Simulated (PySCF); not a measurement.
Species: C3H11NOSi2.
Atom-mapped SMILES: `[NH2:1][CH2:2][Si@H:3]1[CH2:4][CH2:5][SiH2:6][O:7]1` (hydrogens: H8, H9 on N1; H10, H11 on C2; H12 on Si3; H13, H14 on C4; H15, H16 on C5; H17, H18 on Si6)

Structure used (PBE0-D3(BJ)/def2-SVP), in Å, numbered top down from 1:
```
atom  x, y, z in Å
N1    -2.8010    0.3346    0.0721
C2    -1.8164   -0.6852   -0.2934
Si3   -0.2780   -0.6175    0.7928
C4     1.2795   -1.4992    0.1577
C5     2.0377   -0.4850   -0.7296
Si6    1.7559    1.2263    0.0371
O7     0.2613    0.9844    0.7637
H8    -3.1672    0.1497    1.0048
H9    -2.3414    1.2431    0.1325
H10   -2.2880   -1.6825   -0.2590
H11   -1.5256   -0.5437   -1.3506
H12   -0.6488   -0.9799    2.1962
H13    1.0612   -2.4374   -0.3784
H14    1.8942   -1.7767    1.0316
H15    1.6025   -0.4674   -1.7442
H16    3.1011   -0.7460   -0.8525
H17    2.7810    1.5859    1.0641
H18    1.6792    2.3275   -0.9672
```

Computed with PySCF at CAM-B3LYP/def2-SVPD, non-relativistic, on one gas-phase PBE0-D3(BJ)/def2-SVP geometry that isn't relaxed in the solvent. The solvent is an IEF-PCM continuum (Bondi radii, 1.10 Å for H, scaled by 1.2), and excitations are vertical TDDFT with non-equilibrium linear response and a frozen core. Specific hydrogen bonds and non-electrostatic terms are outside this model.

Gas-phase singlets (H = HOMO, L = LUMO):

| state | E (eV) | λ (nm) | f | leading configurations |
| --- | --- | --- | --- | --- |
| S1 | 5.886 | 211 | 0.019 | H→L 34%, H→L+3 27% |
| S2 | 6.362 | 195 | 0.018 | H→L+1 31%, H→L+2 28% |
| S3 | 6.651 | 186 | 0.004 | H→L+3 42%, H→L 41% |
| S4 | 7.133 | 174 | 0.018 | H→L+2 29%, H→L+4 28% |
| S5 | 7.243 | 171 | 0.021 | H→L+5 31%, H→L+1 20% |

Q: What are the lowest 5 singlets in acetonitrile (ε = 35.69)?

A: 
```tsv
state	E (eV)	λ (nm)	f	leading configurations	change by rank (eV)
S1	6.021	206	0.027	H→L 60%, H→L+3 18%	+0.135
S2	6.654	186	0.016	H→L+3 42%, H→L+1 33%	+0.292
S3	6.891	180	0.008	H→L 27%, H→L+3 24%	+0.240
S4	7.320	169	0.030	H→L+4 33%, H→L+5 24%	+0.187
S5	7.389	168	0.031	H→L+5 33%, H→L+1 24%	+0.146
```

Q: How do the frontier levels move from gas to acetonitrile?

A: 
| orbital | gas (eV) | solvent (eV) | change (eV) |
| --- | --- | --- | --- |
| LUMO+2 | 1.46 | 1.73 | +0.27 |
| LUMO+1 | 1.20 | 1.44 | +0.24 |
| LUMO | 1.06 | 1.19 | +0.13 |
| HOMO | -7.87 | -7.91 | -0.04 |
| HOMO-1 | -9.77 | -9.53 | +0.24 |
| HOMO-2 | -9.90 | -9.80 | +0.10 |
| HOMO-3 | -10.27 | -10.12 | +0.15 |

The HOMO–LUMO gap goes from 8.94 to 9.10 eV. Rows go by rank; for LUMO, LUMO+1 and LUMO+2 the atom shares or the degeneracy differ between the runs, so the row needn't follow one orbital.

The run took 83 s on an Arm Neoverse N1 with one thread, shared host with 64 logical CPUs at a one-minute load of 36, and the process peaked at 1.2 GiB of memory. This is the whole response run at CAM-B3LYP/def2-SVPD in acetonitrile, SCF included.
